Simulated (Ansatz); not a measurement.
C₄F₆, SMILES FC(F)=C(F)C(F)=C(F)F.

The structure is a stationary point at ωB97X-D3(BJ)/def2-SVP. The geometry has at least one imaginary mode, so it is a saddle point at that level. The values are those of a single conformer.

Two levels are set side by side: PBE/def2-SVPD (Ansatz, a first-principles code) and PBE0/def2-SVPD (Ansatz). Energy differences of separate SCF runs at the same geometry; the states with an electron removed or added have multiplicity 2 and 2. Differences are taken from unrounded values.

| quantity | PBE0 |
|---|---|
| vertical ionisation energy (eV) | 9.32 |
| vertical singlet–triplet gap (eV) | 3.32 |

Q: What does PBE give, and how far is it from PBE0? (Estimate from the structure and the level; the computed values follow.)

A: 
```
quantity                            PBE  PBE minus PBE0
---------------------------------  ----  --------------
vertical ionisation energy (eV)    8.95           -0.37
vertical singlet–triplet gap (eV)  3.25           -0.07
```
